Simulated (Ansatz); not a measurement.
F2Si, charge +1, doublet, geometry from GFN2-xTB (a state made from the parent by changing its charge; the spin is typed, not shown lowest), atoms displaced at random by about 0.1 Å a coordinate. Base run: PBE0/STO-3G (Ansatz, a program for electronic structure).

Ansatz was given this input:
Ansatz 0.2 input:
```yaml
crystal:
  periodic: [false, false, false]
  atoms:
    - {symbol: F, position_ang: [-1.28438217, -0.33494376, -0.14271070]}
    - {symbol: Si, position_ang: [0.03097559, 0.60994164, 0.05368264]}
    - {symbol: F, position_ang: [1.60699510, -0.38009531, 0.05226660]}
basis:
  gaussian:
    orbitals: STO-3G
hamiltonian:
  xc: pbe0
total_charge: 1
magnetization: {spin_polarized: true, initial_magnetization: 1}
relax: {}
```

The base run was repeated with changes; each row names its change, and settings that it needs were set with it.

```tsv
change	ΔE vs base (µEh)	optimiser steps
base	0.0	6
relax = max_displacement: 0.02	-0.1	11
relax = f_tol: 0.1	30.3	5
relax = max_displacement: 0.5	-0.1	6
relax = escape_saddle: false	0.0	6
relax = f_tol: 0.05	0.6	6
relax = f_tol: 0.002	-0.1	7
```
